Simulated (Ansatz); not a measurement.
Input:

```yaml
crystal:
  periodic: [false, false, false]
  atoms:
    - { symbol: "N", position_ang: [-0.40871, 0.591308, -1.885507] }
    - { symbol: C, position_ang: [-0.297409, 0.028646, -0.752859] }
    - { symbol: Si, position_ang: [0.801925, -1.104552, 0.263702] }
    - { symbol: C, position_ang: [-0.407353, 0.324722, 0.698773] }
    - { symbol: Cl, position_ang: [-0.143683, 1.988669, 1.334382] }
    - { symbol: H, position_ang: [-0.848486, 1.528075, -1.777804] }
    - { symbol: H, position_ang: [2.263522, -0.840727, 0.152963] }
    - { symbol: H, position_ang: [0.436094, -2.451814, 0.792544] }
    - { symbol: H, position_ang: [-1.307402, -0.110528, 1.156607] }
basis:
  gaussian: { orbitals: def2-mTZVP }
hamiltonian:
  xc: pbe
  dispersion: d4
neb:
  order_check: false
  images: 7
  f_tol: 0.03
  max_iterations: 60
  initial_path: idpp
  final_atoms:
    - { symbol: "N", position_ang: [-0.66999335, 1.05004423, -1.57868466] }
    - { symbol: C, position_ang: [-0.40064959, 0.25606064, -0.62690941] }
    - { symbol: Si, position_ang: [0.74745423, -1.01043612, 0.20556054] }
    - { symbol: C, position_ang: [-0.42247818, 0.36163524, 0.84898162] }
    - { symbol: Cl, position_ang: [-0.07652425, 1.90630024, 1.69707048] }
    - { symbol: H, position_ang: [-0.39283876, 0.64994541, -2.48958185] }
    - { symbol: H, position_ang: [2.2025481, -0.72881256, 0.05206265] }
    - { symbol: H, position_ang: [0.4121238, -2.41535089, 0.58705991] }
    - { symbol: H, position_ang: [-1.31114399, -0.1155872, 1.28724172] }
```

Command:

```bash
$ ansatz run input.yaml --threads 2 --pin off --max-ram 3072MiB --backend cpu --events-out ev --progress --plain --runs-dir out
```

Hardware: 2 threads of Arm Neoverse N1, with other jobs on the host.

Task: Roughly how long does this run take, and how much memory?

Result: 5 min, with a peak of 0.15 GiB, for 12 band iterations.
